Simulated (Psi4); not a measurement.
Complex: SiH4 (SMILES [SiH4]) (first 5 atoms) with CH4O (SMILES CO); geometry from B3LYP-D3(BJ)/def2-TZVP, rigid monomers moved along the line of their centres of mass till Si1···O7 is 4.24 Å.
(charge 0, multiplicity 1):
```xyz
11

Si     0.07789     0.11018     0.28410
H     -1.12811    -0.52552     0.86186
H      0.30972     1.43223     0.90176
H     -0.16682     0.30887    -1.16749
H      1.25436    -0.76946     0.44246
C     -0.50430     0.51238     5.14668
O      0.46724    -0.29455     4.49159
H     -1.50314     0.37856     4.71861
H     -0.20201     1.54771     4.99959
H     -0.54415     0.30967     6.22151
H      0.22965    -1.22045     4.60445
```

All values below come from SAPT0/jun-cc-pV(D+d)Z in Psi4.

Which attractive term is largest, and how does the interaction split up?

electrostatics -1.9, exchange 0.4, induction -0.2, dispersion -1.2, total -3.0 kJ/mol; the largest attraction is electrostatics.
